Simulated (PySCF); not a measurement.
Task: What does the PBE0-D3(BJ)/def2-SVP structure of `C=CC[Se][SiH3]` look like in three dimensions?

Result: 
```xyz
13
C3H8SeSi angstrom
C      2.4625    0.2655    0.6079
C      1.1584    0.4041    0.3617
C      0.5052    0.0679   -0.9307
Se    -0.6967   -1.5069   -0.8005
Si    -2.4713   -0.4482    0.1462
H      3.1492   -0.1181   -0.1536
H      2.8898    0.5282    1.5787
H      0.5016    0.7854    1.1531
H     -0.0983    0.9007   -1.3223
H      1.2408   -0.2101   -1.6987
H     -2.1663    0.0733    1.5141
H     -2.9107    0.7051   -0.6989
H     -3.5565   -1.4672    0.2338
```

Orientation and origin are arbitrary. Atoms count from 1 in this order. The 2 C–C bonds span 1.334 Å (C1=C2, drawn double) to 1.487 Å (C2–C3, drawn single), a spread of 0.153 Å. Of the pairs four or more bonds apart, Si5···H8 is among the closest relative to their van der Waals radii: 3.37 Å, 102 % of the sum of Bondi's values. Si5 (SiH3 silicon) is distorted tetrahedral (angles from 105.9° to 112.6°).

Bonds between heavy atoms (Å): C1=C2 1.334, C2–C3 1.487, C3–Se4 1.985, Se4–Si5 2.273.

Computed, not measured: PBE0-D3(BJ)/def2-SVP geometry optimisation, gas phase (PySCF).

Point group: C1 (no symmetry element, even within 0.4 Å). Whether it is a minimum is left open (no frequencies). The numbers are those of one conformer (C1–C2–C3–Se4 111°, C2–C3–Se4–Si5 79°).

On one thread, Intel Xeon at 2.50 GHz (x86_64), on a shared host, this took 2.8 min and 0.57 GiB of memory at its peak. This is the geometry optimisation.
